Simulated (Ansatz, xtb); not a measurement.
## Isomers of GeH9NSi2 in order of energy

3 gas-phase structures of GeH9NSi2, from a drawn sample of its isomers (lower ones may exist). Each was relaxed with GFN2-xTB; where two conformers were screened, the lower at r2SCAN-D4/def2-SVP is listed:

A. `[SiH3]N[SiH2][GeH3]`, a singlet
B. `N[SiH2][SiH2][GeH3]`, a singlet
C. `[SiH3][N]([SiH3])[GeH3]`, a singlet

Task: Estimate their order in r2SCAN-D4/def2-SVP energy at these geometries, lowest first.

Result: Calculated order at r2SCAN-D4/def2-SVP: A (0.000), C (0.014), B (0.410) eV. Less than 1 kcal/mol parts A and C, so the order within that pair means little. CCSD(T)/def2-SVP + ΔMP2/def2-TZVPP after further relaxation puts C lowest instead.

Energies above the lowest of each column, in eV; the last columns are at B3LYP/def2-SVP geometries:

| structure | GFN2-xTB | HF/STO-3G | r2SCAN-D4/def2-SVP | B3LYP/def2-SVP | CCSD(T)/def2-SVP + ΔMP2/def2-TZVPP |
| --- | --- | --- | --- | --- | --- |
| A | 0.028 | 0.054 | 0.000 | 0.000 | 0.066 |
| C | 0.000 | 0.000 | 0.014 | 0.070 | 0.000 |
| B | 1.346 | 0.383 | 0.410 | 0.449 | 0.577 |

CCSD(T)/def2-SVP + ΔMP2/def2-TZVPP puts C lowest; r2SCAN-D4/def2-SVP picks A, B3LYP/def2-SVP picks A. CCSD(T)/def2-SVP + ΔMP2/def2-TZVPP orders those it was run on as C (0.000), A (0.066), B (0.577) eV. Flexible structures stand in one conformer each, not always the lowest. ΔMP2 is the change of the MP2 energy from the smaller to the larger basis.

Programs: Ansatz 0.2.0, xtb 6.7.1.
